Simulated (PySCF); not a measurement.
ClH3Si, SMILES [SiH3]Cl (connectivity only; charge and spin as stated), charge -1, multiplicity 2.

Geometry: PBE0-D3(BJ)/def2-TZVPD. The multiplicity is an assumed one; other spin states were not compared. The isomer is the one that the SMILES or the coordinates give; other isomers of the formula were not compared.

These are CAM-B3LYP/def2-TZVPD (PySCF) values and carry that method's errors.

Isolated molecule, no solvent.

```
Quantity                                                            Value
------------------------------------------------  -----------------------
total energy                                           -751.56399 hartree
point group                                                            Cs
α spin, highest occupied and lowest empty level         -0.99 and 4.47 eV
β spin, highest occupied and lowest empty level         -4.04 and 3.94 eV
dipole moment about the centre of nuclear charge                   0.09 D
mean static polarisability                          75.6 bohr³ (11.20 Å³)
polarisability, principal values                  60.4, 63.3, 103.0 bohr³
⟨S²⟩                                              0.754 (pure state 0.75)
```
